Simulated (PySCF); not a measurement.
## Computed against measured: bond length Re

PBE, PBE0, MP2 in PySCF with def2-TZVPP on every atom (core potentials on Nb, I, Cs), for the lowest determinant that a PBE0 search found; no spin–orbit coupling. Measured values: Huber and Herzberg, Constants of Diatomic Molecules (1979).

```tsv
molecule	measured (Å)	PBE	PBE0	MP2
CsF	2.345351	2.364	2.354	2.378
NaBr	2.502038	2.517	2.507	2.511
NbO	1.6909	1.689	1.670	1.688
Br2	2.28105	2.311	2.281	2.274
GeS	2.012086	2.038	2.014	2.021
KI	3.047844	3.077	3.071	3.085
O2	1.20752	1.219	1.193	1.223
CsI	3.315192	3.329	3.326	3.356
```

Question: Give the mean signed and mean absolute error of each level in pm, and name the best.

Answer: PBE +1.8 and 1.8; PBE0 +0.2 and 1.1; MP2 +1.7 and 1.9. On this set PBE0 is closest.

Question: Which molecule does MP2 miss most?

Answer: CsI, by +4.1 pm.

The molecules are drawn from runs that passed checks on state, spin purity and fit, so the hardest cases are missing and the errors look smaller than over all diatomics.

Correlated steps freeze the inner cores (1 to 18 orbitals); shallow outer-core shells are correlated. UHF and ROHF references stand side by side, which adds small steps between rows. Spin–orbit coupling is left out. States were picked by a PBE0 search and need not be the measured ground states.
